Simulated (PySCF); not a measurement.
All values below come from B3LYP-D3(BJ)/def2-TZVP // PBE0-D3(BJ)/def2-TZVP (PySCF). Isolated molecules, 0 K electronic values unless said otherwise. One relaxed conformer stands for a flexible species; it need not be the lowest. B3LYP has the VWN-RPA correlation part, as in Gaussian. Delta-SCF ions had no search for a lower state. Excitations are Tamm–Dancoff values on a coarser integration grid. The basis has no diffuse functions, so Rydberg states are missing or too high.

Reference species (SMILES): `CB(O)O` (O–B–O–H torsion 0°, O–B–O–H torsion 180°) (neutral, multiplicity 1).

```
Item                                      Result
--------------------------------------  --------
S1–T1 gap (TDA)                          0.27 eV
HOMO                                    -8.91 eV
vertical ionisation energy (Delta-SCF)  11.75 eV
```

After one change: the S1–T1 gap (TDA) falls by 0.02 eV; the HOMO stays essentially unchanged; the vertical ionisation energy (Delta-SCF) increases by 0.05 eV.

Task: Which change was made? The new species is one of these.
(A) `OB(O)O`
(B) `CB(C)O` (C–B–O–H torsion 178°)
(C) `CB(C)C`

Result: A, `OB(O)O`
